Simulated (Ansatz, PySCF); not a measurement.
C4H4F2O2, SMILES CC1=COC(F)(F)O1. Atoms are numbered in the order given.

```xyz
12

C      2.6915     0.0924    -0.1629
C      1.2622    -0.2425    -0.0356
C      0.5814    -1.3721     0.1644
O     -0.7683    -1.0974     0.1994
C     -0.9000     0.2534     0.0133
F     -1.5292     0.8103     1.0502
F     -1.6478     0.5078    -1.0623
O      0.3517     0.7940    -0.1343
H      3.3026    -0.8138    -0.0649
H      2.9947     0.8099     0.6157
H      2.8981     0.5548    -1.1409
H      0.8863    -2.4048     0.2960
```
Charge 0, spin multiplicity 1.

Geometry optimised at PBE0-D3(BJ)/def2-SVP. One conformer was computed; it need not be the lowest.

Two levels are set side by side: PBE-D3(BJ)/def2-SVP (Ansatz, a quantum-chemistry and plane-wave program) and PBE0-D3(BJ)/def2-SVP (Ansatz). Each level has its own optimised geometry; the coordinates shown are those of the second. Frequencies come from the Hessian of PySCF at each geometry. Differences are taken from unrounded values.

```json
[
 {"quantity": "mean bond length (Å)", "PBE0-D3(BJ)": "1.280"},
 {"quantity": "bond C1–C2 (Å)", "PBE0-D3(BJ)": "1.474"},
 {"quantity": "bond C2–C3 (Å)", "PBE0-D3(BJ)": "1.334"},
 {"quantity": "bond C2–O8 (Å)", "PBE0-D3(BJ)": "1.383"},
 {"quantity": "bond C3–O4 (Å)", "PBE0-D3(BJ)": "1.378"},
 {"quantity": "bond O4–C5 (Å)", "PBE0-D3(BJ)": "1.370"},
 {"quantity": "bond C5–F6 (Å)", "PBE0-D3(BJ)": "1.335"},
 {"quantity": "bond C5–F7 (Å)", "PBE0-D3(BJ)": "1.334"},
 {"quantity": "bond C5–O8 (Å)", "PBE0-D3(BJ)": "1.371"},
 {"quantity": "bond C1–H9 (Å)", "PBE0-D3(BJ)": "1.097"},
 {"quantity": "bond C1–H10 (Å)", "PBE0-D3(BJ)": "1.101"},
 {"quantity": "bond C1–H11 (Å)", "PBE0-D3(BJ)": "1.101"},
 {"quantity": "bond C3–H12 (Å)", "PBE0-D3(BJ)": "1.085"},
 {"quantity": "highest harmonic wavenumber (cm⁻¹)", "PBE0-D3(BJ)": "3331"},
 {"quantity": "mean harmonic wavenumber (cm⁻¹)", "PBE0-D3(BJ)": "1198"},
 {"quantity": "zero-point energy (kcal/mol)", "PBE0-D3(BJ)": "51.38"}
]
```

**Question.** What does PBE-D3(BJ) give, and how far is it from PBE0-D3(BJ)? (Estimate from the structure and the level; the computed values follow.)

**Answer.** 
```json
[
 {"quantity": "mean bond length (Å)", "PBE-D3(BJ)": "1.293", "PBE-D3(BJ) minus PBE0-D3(BJ)": "0.013"},
 {"quantity": "bond C1–C2 (Å)", "PBE-D3(BJ)": "1.480", "PBE-D3(BJ) minus PBE0-D3(BJ)": "0.006"},
 {"quantity": "bond C2–C3 (Å)", "PBE-D3(BJ)": "1.347", "PBE-D3(BJ) minus PBE0-D3(BJ)": "0.013"},
 {"quantity": "bond C2–O8 (Å)", "PBE-D3(BJ)": "1.398", "PBE-D3(BJ) minus PBE0-D3(BJ)": "0.015"},
 {"quantity": "bond C3–O4 (Å)", "PBE-D3(BJ)": "1.390", "PBE-D3(BJ) minus PBE0-D3(BJ)": "0.012"},
 {"quantity": "bond O4–C5 (Å)", "PBE-D3(BJ)": "1.388", "PBE-D3(BJ) minus PBE0-D3(BJ)": "0.018"},
 {"quantity": "bond C5–F6 (Å)", "PBE-D3(BJ)": "1.353", "PBE-D3(BJ) minus PBE0-D3(BJ)": "0.019"},
 {"quantity": "bond C5–F7 (Å)", "PBE-D3(BJ)": "1.353", "PBE-D3(BJ) minus PBE0-D3(BJ)": "0.019"},
 {"quantity": "bond C5–O8 (Å)", "PBE-D3(BJ)": "1.388", "PBE-D3(BJ) minus PBE0-D3(BJ)": "0.016"},
 {"quantity": "bond C1–H9 (Å)", "PBE-D3(BJ)": "1.106", "PBE-D3(BJ) minus PBE0-D3(BJ)": "0.008"},
 {"quantity": "bond C1–H10 (Å)", "PBE-D3(BJ)": "1.110", "PBE-D3(BJ) minus PBE0-D3(BJ)": "0.009"},
 {"quantity": "bond C1–H11 (Å)", "PBE-D3(BJ)": "1.110", "PBE-D3(BJ) minus PBE0-D3(BJ)": "0.009"},
 {"quantity": "bond C3–H12 (Å)", "PBE-D3(BJ)": "1.093", "PBE-D3(BJ) minus PBE0-D3(BJ)": "0.008"},
 {"quantity": "highest harmonic wavenumber (cm⁻¹)", "PBE-D3(BJ)": "3238", "PBE-D3(BJ) minus PBE0-D3(BJ)": "-93"},
 {"quantity": "mean harmonic wavenumber (cm⁻¹)", "PBE-D3(BJ)": "1148", "PBE-D3(BJ) minus PBE0-D3(BJ)": "-50"},
 {"quantity": "zero-point energy (kcal/mol)", "PBE-D3(BJ)": "49.22", "PBE-D3(BJ) minus PBE0-D3(BJ)": "-2.17"}
]
```

GGA bonds tend to be longer and softer than those of functionals with exact exchange. Differences between two approximate levels are no errors against the true value.
